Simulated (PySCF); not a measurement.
Compound: C2H8Si2.
Numbering: `[SiH3:1]/[CH:2]=[CH:3]\[SiH3:4]` (hydrogens: H5, H6, H7 on Si1; H8 on C2; H9 on C3; H10, H11, H12 on Si4)

Method: PySCF 2.14.0, PBE0-D3(BJ)/def2-SVP geometry optimisation, gas phase; density fitting, grid level 1; the optimiser is geomeTRIC in internal coordinates, started from a GFN2-xTB structure with every atom displaced at random (about 0.01 Å).

Step 0: E = -17942.6559 eV
```
atom  x, y, z in Å  |  force x, y, z in eV/Å
Si1     1.7294   -0.5097   -0.3608   -0.986   1.386  -0.200
C2      0.5792    0.9598    0.0491    0.490  -0.223  -0.106
C3     -0.7594    0.9676    0.1861    0.741   0.307   0.124
Si4    -1.8828   -0.4881    0.0201   -0.859   0.330   0.372
H5      2.6208   -0.6992    0.7529    0.742  -0.230   0.814
H6      2.4893   -0.1169   -1.5533    0.363   0.004  -0.418
H7      0.9602   -1.7095   -0.6212   -0.434  -0.763  -0.140
H8      1.1282    1.9123    0.1851   -0.177  -0.142   0.022
H9     -1.2168    1.9223    0.4607   -0.165   0.169  -0.024
H10    -3.2841    0.0216    0.1815    0.026  -0.068  -0.043
H11    -1.6651   -1.4808    1.0840    0.153  -0.369   0.280
H12    -1.7755   -1.1174   -1.2865    0.106  -0.403  -0.682
```

Step 1: E = -17942.7787 eV
```
atom  x, y, z in Å  |  force x, y, z in eV/Å
Si1     1.7117   -0.4707   -0.3702   -0.013   0.026   0.167
C2      0.5990    0.9848    0.0561    0.069  -0.054  -0.044
C3     -0.7387    0.9829    0.2015    0.010   0.037  -0.003
Si4    -1.9084   -0.4804    0.0265   -0.010  -0.138  -0.093
H5      2.6664   -0.7104    0.7658   -0.080  -0.003  -0.103
H6      2.5228   -0.1631   -1.5875   -0.018   0.003  -0.015
H7      0.9047   -1.7081   -0.6071    0.018   0.047   0.014
H8      1.1220    1.9409    0.2099    0.005   0.011  -0.006
H9     -1.2164    1.9391    0.4629    0.007  -0.005   0.004
H10    -3.3142    0.0042    0.1665    0.010   0.028   0.026
H11    -1.6475   -1.5082    1.0811   -0.010   0.003   0.014
H12    -1.7777   -1.1491   -1.3077    0.012   0.044   0.037
```

**Question.** Estimate the geometry and energy of step 2. (The exact step hangs on the optimiser's Hessian estimate; all steps are aligned on step 1, rigid shifts and turns removed.)

**Answer.** E = -17942.7786 eV, largest force 0.126 eV/Å
```
atom  x, y, z in Å  |  force x, y, z in eV/Å
Si1     1.6659   -0.4716   -0.3563    0.114   0.048   0.024
C2      0.6048    1.0161    0.0600    0.020  -0.056  -0.030
C3     -0.7323    1.0028    0.2069   -0.004   0.037   0.022
Si4    -1.8625   -0.4916    0.0136   -0.067  -0.041  -0.008
H5      2.6258   -0.7320    0.7618   -0.004  -0.019  -0.015
H6      2.4632   -0.2038   -1.5921    0.001  -0.019  -0.015
H7      0.8158   -1.6815   -0.5652    0.004   0.015   0.008
H8      1.1385    1.9684    0.2022   -0.041  -0.004   0.018
H9     -1.2265    1.9488    0.4740    0.000   0.003  -0.023
H10    -3.2771   -0.0354    0.1621   -0.004   0.009   0.015
H11    -1.5804   -1.5241    1.0586   -0.011   0.005   0.001
H12    -1.7116   -1.1341   -1.3281   -0.008   0.022   0.004
```

The energy changes by +0.0002 eV. The first-order estimate −F·Δx gives -0.0087 eV and the mean of the old and new forces, exact on a quadratic surface, +0.0004 eV. The step makes an angle of 82° with the force vector and moves no atom by more than 0.102 Å.

What follows is the cost of the whole optimisation. The run took 21 s of wall time on one thread of an Arm Neoverse V1, shared host, and the process peaked at 0.43 GiB of memory.
